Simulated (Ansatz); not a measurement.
C2H6N2, SMILES `[H]/N=C\CN` (charge 0, multiplicity 1).

Cartesian coordinates (Å):
```xyz
10

N     -1.8913    -0.0348    -0.7660
C     -0.7619     0.4563    -0.4755
C      0.1806     0.0286     0.6228
N      1.5120    -0.3528     0.1523
H     -2.1380    -0.7893    -0.1187
H     -0.3935     1.2713    -1.1084
H     -0.2574    -0.8109     1.1702
H      0.2983     0.8496     1.3366
H      1.4477    -1.0589    -0.5719
H      2.0036     0.4409    -0.2413
```
Charge 0, multiplicity 1.

Frozen-core energies in 6-31g from Ansatz (a first-principles code) at a geometry from B3LYP-D3(BJ)/def2-TZVP; the HF reference has <S^2> = 0.00 (restricted, and unstable towards unrestricted orbitals) and the T1 diagnostic is 0.010.

```tsv
level	energy (Ha)	difference from CCSDT(Q) (mHa)
HF	-187.99942	448.33
MP2	-188.39888	48.87
CCSD	-188.43495	12.81
CCSD(T)	-188.44601	1.74
CCSDT	-188.44653	1.23
CCSDT(Q)	-188.44776	0.00
```
